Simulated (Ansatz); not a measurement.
Z-matrix (Å, degrees):
```
C
Si 1 1.945
Zn 1 2.556 2 70.9
N 1 1.478 2 113.1 3 17.7
H 1 1.099 2 106.7 3 138.3
H 1 1.099 2 107.2 3 -107.6
O 2 1.643 1 107.8 3 7.1
H 2 1.490 1 108.1 3 128.4
H 2 1.491 1 109.2 3 -113.8
H 4 1.009 1 112.4 2 -154.6
```

The species carries charge 0 and has multiplicity 1.

Problem. List the r2SCAN/def2-TZVPP orbital energies in eV (Ansatz). (Best estimate.)

Solution. Ansatz gave: Occupied: -9435.24, -1790.85, -1144.55, -1007.19, -1007.15, -1007.06, -514.97, -385.09, -273.42, -141.22, -130.62, -96.09, -96.07, -96.06, -86.44, -86.43, -86.22, -24.51, -22.32, -16.66, -13.18, -12.68, -12.47, -12.42, -12.27, -12.05, -11.45, -10.77, -9.55, -8.80, -8.65, -7.61, -6.98, -6.71, -5.53. Lowest empty: -3.23, -0.24, 0.25, 0.95, 1.30, 2.13, 2.28, 2.48.
